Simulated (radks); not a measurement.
Neutral neodymium inside a hard spherical wall (all orbitals vanish at R), configuration held at [Xe] 4f4 6s2 and not refilled when levels cross. All-electron calculation, scalar-relativistic Kohn-Sham, PBEsol, spin-polarised, spherical densities, point nucleus; open shells are filled with parallel spins first (spin-orbit coupling, left out, can overturn this in heavy ions). Program: a radial shooting solver on a logarithmic mesh with Libxc functionals. Eigenvalues in eV for spin up, with the zero of energy where the potential of the charges vanishes at infinity; a dash marks a level that is unbound or too diffuse for the functional's potential to be trusted. A positive occupied level is held by the wall or, in an anion where self-interaction has pushed it up, behind a barrier. The pressure on the wall is -dE/dV.

R (bohr)  E (hartree)  kinetic (hartree)    e(5s)    e(5p)   e(6s)   e(4f)  e(5d, empty)  e(6p, empty)  pressure (GPa)
free       -9620.5596          10239.137  -41.138  -22.599  -3.591  -2.585        -2.108        -1.244               0
20         -9620.5596          10239.137  -41.138  -22.599  -3.591  -2.585        -2.108        -1.243        < 0.0001
15         -9620.5596          10239.138  -41.134  -22.595  -3.588  -2.581        -2.104        -1.226        0.000340
8          -9620.5357          10239.286  -40.305  -21.782  -2.836  -1.763        -1.370         0.201           0.780
7          -9620.5013          10239.450  -39.641  -21.139  -2.054  -1.100        -0.742         1.493            2.49
6          -9620.4157          10239.803  -38.538  -20.086  -0.396   0.026         0.397         4.078            8.61
5          -9620.1850          10240.684  -36.608  -18.271   3.462   2.086         2.646         9.720            35.3
4          -9619.4410          10243.512  -32.557  -14.383  14.059   6.745         8.009        23.918             197
2          -9594.3517          10324.255   30.353   58.095  222.65  69.618        104.17        255.86           32100
1.5        -9536.2189          10493.346   155.69   200.12  560.06  149.27        268.61        607.27          232000
